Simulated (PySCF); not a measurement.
## [C8H7N]+: g tensor and hyperfine couplings

C8H7N (charge +1 and doublet state).
Geometry (GFN2-xTB, Å), atoms numbered from 1 in this order:
```xyz
16
C8H7N angstrom
C      3.1392   -0.8867    0.2045
C      2.0455   -0.4455   -0.0402
C      0.7380    0.0804   -0.3244
C      0.3107    1.3033    0.5066
C     -1.1192    1.1124    0.7688
C     -1.5424   -0.1165    0.3487
C     -2.8642   -0.5869    0.4263
N     -3.9302   -0.9903    0.5421
C     -0.4306   -0.9200   -0.2178
H      4.0899   -1.2789    0.4310
H      0.7888    0.4004   -1.3809
H      0.5233    2.2669    0.0281
H      0.8647    1.3528    1.4554
H     -1.7447    1.8637    1.2218
H     -0.7049   -1.3954   -1.1656
H     -0.1714   -1.7506    0.4517
```

The hyperfine couplings belong to this conformer and change with its torsions.

Identity: `[CH+]=[C][C@@H]1CC=C(C#N)C1` [radical] (charge +1).

Method used: PySCF 2.14.0, UKS B3LYP, pcH-1 on C H N, non-relativistic, mean-field spin-orbit, GIAO. Geometry: GFN2-xTB, one conformer, isolated ion. A GFN2-xTB geometry isn't a minimum of the functional, and hyperfine couplings can be far from their values at a DFT geometry, by a factor of two or more for some ions and for spin on atoms past the first row. Stability of the SCF solution: not tested.

```
g1, g2, g3                      : 2.00244, 2.00491, 2.01161
g_iso                           : 2.00632
Form of g                       : rhombic: the two nearest values differ by 27 % of g3 − g1
⟨S²⟩                            : 0.7547 (exact 0.7500)
α and β electrons               : 31, 30
HOMO–LUMO gap, α and β orbitals : 5.13, 0.86 eV
```

Isotropic coupling and dipolar principal values T1 to T3, in 10⁻⁴ cm⁻¹ (1 × 10⁻⁴ cm⁻¹ = 2.998 MHz):

| atom | isotope | a_iso | T1 | T2 | T3 | Mulliken spin population |
| --- | --- | --- | --- | --- | --- | --- |
| C1 | 13C | 1.6 | -3.7 | -3.3 | 7.0 | 0.12 |
| C2 | 13C | -0.3 | -2.7 | -1.5 | 4.2 | 0.07 |
| C3 | 13C | -1.2 | -1.3 | -1.0 | 2.4 | 0.01 |
| C4 | 13C | -4.6 | -1.6 | -1.2 | 2.8 | -0.02 |
| C5 | 13C | 4.6 | -8.1 | -7.6 | 15.6 | 0.28 |
| C6 | 13C | 3.5 | -7.0 | -6.2 | 13.2 | 0.23 |
| C7 | 13C | -6.1 | -1.6 | -1.0 | 2.6 | -0.06 |
| N8 | 14N | 1.2 | -3.0 | -2.5 | 5.5 | 0.19 |
| C9 | 13C | -2.9 | -1.7 | -1.1 | 2.8 | -0.01 |
| H10 | 1H | -3.3 | -1.8 | -0.5 | 2.3 | 0.00 |
| H11 | 1H | 36.9 | -1.3 | -0.4 | 1.8 | 0.04 |
| H12 | 1H | 32.7 | -1.7 | -0.9 | 2.6 | 0.04 |
| H13 | 1H | 47.2 | -1.4 | -0.9 | 2.3 | 0.06 |
| H14 | 1H | -6.3 | -3.7 | -1.0 | 4.7 | -0.01 |
| H15 | 1H | 22.5 | -1.6 | -0.7 | 2.3 | 0.02 |
| H16 | 1H | 37.1 | -1.2 | -0.7 | 2.0 | 0.05 |

The Mulliken spin populations are largest on C5 (+0.28), C6 (+0.23), N8 (+0.19) and C1 (+0.12). Three atoms exceed +0.15.

The SMILES `[CH+]=[C][C@@H]1CC=C(C#N)C1` draws the unpaired electron on C2, whose computed spin population is only +0.07.

Axes: g2 points within 11° of the C5–C6 bond.

Under fast tumbling the dipolar parts average out, and these isotropic splittings remain (the largest six): 1 × 1H (H13, I = 1/2, 2 lines) with 5.04 mT, 1 × 1H (H16, I = 1/2, 2 lines) with 3.96 mT, 1 × 1H (H11, I = 1/2, 2 lines) with 3.94 mT, 1 × 1H (H12, I = 1/2, 2 lines) with 3.49 mT, 1 × 1H (H15, I = 1/2, 2 lines) with 2.40 mT and 1 × 1H (H14, I = 1/2, 2 lines) with 0.68 mT.

The 13C coupling of C7 (-18.2 MHz) shows only in satellite lines or after enrichment, since that isotope makes up about 1.07 % of natural carbon.
